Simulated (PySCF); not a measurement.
# Stretching SnH

Set-up: Sn def2-TZVPPD with ECP28, H def2-TZVPPD; scalar-relativistic core potentials (PySCF 2.14). Energies in eV from Sn + H in their ground configurations at the same level. State: ²Π (doublet), unpaired electrons π ↑.

```tsv
R (Å)	UHF-CCSD
1.602	-2.450
1.673	-2.582
1.727	-2.625
1.780	-2.631
1.833	-2.608
1.905	-2.540
1.994	-2.413
2.100	-2.220
```

**Question.** Put a parabola through the three lowest points of the UHF-CCSD curve and estimate Re, k and ωe (reduced mass 0.9994 u; 1 eV/Å² = 0.16022 mdyn/Å; ωe = 1302.8·√(k/μ) cm⁻¹).

**Answer.** Through R = 1.727, 1.78, 1.833 Å the second-order coefficient is 5.16 eV/Å², so Re ≈ 1.764 Å, k ≈ 1.65 mdyn/Å and ωe ≈ 1676 cm⁻¹. A polynomial fit of higher order to the unrounded UHF-CCSD energies gives Re = 1.763 Å, k = 1.80 mdyn/Å, ωe = 1747 cm⁻¹; anharmonicity and rounding make the difference.

The higher-order fit for each curve: UHF-CCSD: Re = 1.763 Å, ωe = 1747 cm⁻¹, De = 2.63 eV.

Correlated steps freeze 4 core orbitals. These are scalar-relativistic numbers at best; spin–orbit coupling would shift them, the dissociation energy most. The state was picked by a PBE0 search and need not be the measured ground state.
